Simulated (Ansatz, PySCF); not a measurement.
Gas-phase reaction (SMILES): C1CC1 + 3 [H][H] (H2) -> 3 C (CH4); energy of full hydrogenation.

Geometries: B3LYP-D3(BJ)/def2-TZVP minima from Ansatz (a quantum-chemistry and plane-wave program). Cores are frozen in the correlated levels unless marked. Spin-orbit coupling is left out. Non-relativistic. CBS marks a two-point X^-3 extrapolation of the correlation energy; Hartree-Fock from the larger set. [CCSD(T)-MP2]/basis is that difference in the basis named. Thermal terms are rigid-rotor harmonic-oscillator values from B3LYP-D3(BJ) frequencies (PySCF) at 298.15 K and 1 atm. 1 Eh = 627.5095 kcal/mol.

```
species      E, RI-MP2/CBS(aug-cc-pVTZ,aug-cc-pVQZ)+[CCSD(T)-MP2]/aug-cc-pVTZ (Ansatz) (Eh)  E, wB97M-V/def2-TZVPD (Ansatz) (Eh)  H - E (Eh)  G - E (Eh)
-----------  ------------------------------------------------------------------------------  -----------------------------------  ----------  ----------
C1CC1                                                                            -117.73266                           -117.86581     0.08550     0.05859
[H][H] (H2)                                                                        -1.17524                             -1.16077     0.01336    -0.00144
C (CH4)                                                                           -40.46129                            -40.49098     0.04840     0.02728
```

Task: Work out ΔE and ΔH, ΔG, ΔS and the equilibrium constant at 298.15 K at the first level, then ΔH at the second.

Result: 
1. ΔE = [3×(-40.46129)] - [(-117.73266) + 3×(-1.17524)] = -0.12549 Eh = -78.7 kcal/mol at RI-MP2/CBS(aug-cc-pVTZ,aug-cc-pVQZ)+[CCSD(T)-MP2]/aug-cc-pVTZ.
2. The terms H - E add up to 0.01962 Eh, so ΔH = (-0.12549 + (0.01962))×627.5095 = -66.4 kcal/mol.
3. The terms G - E add up to 0.02757 Eh, so ΔG = -61.4 kcal/mol, and ΔS = (0.01962 - (0.02757))×627509.5/298.15 = -16.7 cal/(mol K).
4. log10 K = -ΔG/(RT ln 10) = 45.0, with RT ln 10 = 1.3642 kcal/mol.
5. With ΔH and ΔS taken as constant, ΔG changes sign near ΔH/ΔS = 3980 K, a rough figure that leaves out heat capacities.
6. At wB97M-V/def2-TZVPD the same steps give ΔE = -78.3 and ΔH = -66.0 kcal/mol, a shift of +0.4 from the first level.
7. Tabulated enthalpies of formation (C1CC1 12.8 kcal/mol, ATcT 1.112; [H][H] (H2) 0.0 kcal/mol, zero by definition; C (CH4) -17.8 kcal/mol, ATcT 1.112) give ΔH = -66.2, so the errors are -0.2 and +0.2 kcal/mol; the tables hold anharmonic motion, scalar relativity, which both levels lack, and core correlation, which the frozen-core level lacks.
